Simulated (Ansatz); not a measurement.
Conformers of C₂H₂ClF₂I (`FC(F)C(Cl)I`), each relaxed with PBE0-D4/def2-TZVP in Ansatz. CBS adds the triple-zeta coupled-cluster correction to the MP2 limit.

Elements past krypton have def2 core potentials. Outer-core shells of I are correlated without core-valence functions. Spin–orbit coupling is left out.

Not all of them had a frequency check.

Conformer A:

```xyz
8

F     1.410   -1.012    0.406
C     0.720    0.147    0.341
F     1.475    1.020   -0.362
C    -0.588   -0.084   -0.400
Cl   -1.453    1.434   -0.560
I    -1.748   -1.565    0.616
H     0.569    0.538    1.351
H    -0.385   -0.478   -1.393
```

Conformer B:

```xyz
8

F     0.887    1.133   -0.989
C     0.555    0.570    0.185
F     1.652   -0.037    0.688
C    -0.555   -0.453    0.026
Cl   -2.049    0.369   -0.402
I    -0.026   -1.987   -1.363
H     0.245    1.362    0.877
H    -0.708   -0.958    0.977
```

Question: Which is lowest in electronic energy at CCSD(T)/CBS (frozen core, def2 sets), and by how much? (Best estimate.)

Answer: Ansatz gave: A; B lies 1.2 kJ/mol higher. Gaps under about 2 kJ/mol don't settle the order.

Question: Give the energies relative to A (kJ/mol) with r2SCAN-D4/def2-TZVPP, PBE0-D4/def2-TZVPP, ωB97M-V/def2-TZVPP, PBE0/def2-TZVPP, HF/def2-TZVPP, MP2/def2-TZVPP, HF/def2-QZVPP. (Best estimate.)

Answer: Computed: 
```csv
level,B
r2SCAN-D4/def2-TZVPP,0.8
PBE0-D4/def2-TZVPP,0.5
ωB97M-V/def2-TZVPP,0.7
PBE0/def2-TZVPP,0.8
HF/def2-TZVPP,0.8
MP2/def2-TZVPP,1.1
HF/def2-QZVPP,0.8
```
